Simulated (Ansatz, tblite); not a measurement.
Forces on the cluster Cd₂F₂⁺ at its r2SCAN-D4/def2-TZVP geometry. The state is a doublet with charge 1.

In the def2 sets Cd takes a core potential; there is no spin–orbit coupling. The xTB rows come from tblite. Another isomer (doublet) lies 0.33 eV lower at PBE0-D4/def2-TZVP; other spin states weren't run for this one.

GFN1-xTB (tblite), largest force 0.29 eV/Å:

```xyz
4
positions Å, forces eV/Å
Cd   -1.373   -0.023   -0.909    0.240    0.004    0.159
Cd    1.374    0.023    0.908   -0.243   -0.004   -0.160
F     0.032   -1.357   -0.013    0.002   -0.034    0.000
F    -0.032    1.357    0.015    0.001    0.035    0.001
```

GFN2-xTB (tblite), largest force 0.97 eV/Å:

```
Cd -0.805 -0.014 -0.533
Cd 0.805 0.013 0.532
F 0.011 -0.488 -0.005
F -0.011 0.489 0.006
```

PBE-D4/def2-TZVP (Ansatz), largest force 0.43 eV/Å:

```
Cd -0.354 -0.007 -0.233
Cd 0.356 0.005 0.237
F 0.008 -0.411 -0.006
F -0.011 0.412 0.003
```
